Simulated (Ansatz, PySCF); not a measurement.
Cl2HSi, SMILES Cl[SiH]Cl (connectivity only; charge and spin as stated), charge +1, multiplicity 1. Atoms are numbered in the order given.

```xyz
4

Cl    -0.0032     0.3404    -1.6983
Si     0.0090    -0.6216     0.0000
Cl    -0.0032     0.3404     1.6983
H      0.0278    -2.0844     0.0000
```
Charge +1, spin multiplicity 1.

The structure is a stationary point at TPSSh-D3(BJ)/def2-TZVP. The spin state was assumed, not searched. The isomer is the one that the SMILES or the coordinates give; other isomers of the formula were not compared.

Two levels are set side by side: PBE-D3(BJ)/def2-TZVP (Ansatz, a program for electronic structure) and TPSSh-D3(BJ)/def2-TZVP (PySCF). Each level has its own optimised geometry; the coordinates shown are those of the second. Frequencies come from the Hessian of PySCF at each geometry. Differences are taken from unrounded values.

```tsv
quantity	TPSSh-D3(BJ)	PBE-D3(BJ)	PBE-D3(BJ) minus TPSSh-D3(BJ)
mean bond length (Å)	1.789	1.801	0.012
bond Cl1–Si2 (Å)	1.952	1.963	0.011
bond Si2–Cl3 (Å)	1.952	1.963	0.011
bond Si2–H4 (Å)	1.463	1.478	0.015
highest harmonic wavenumber (cm⁻¹)	2346	2253	-92
mean harmonic wavenumber (cm⁻¹)	863	830	-32
zero-point energy (kcal/mol)	7.40	7.12	-0.28
```

GGA bonds tend to be longer and softer than those of functionals with exact exchange. Differences between two approximate levels are no errors against the true value.
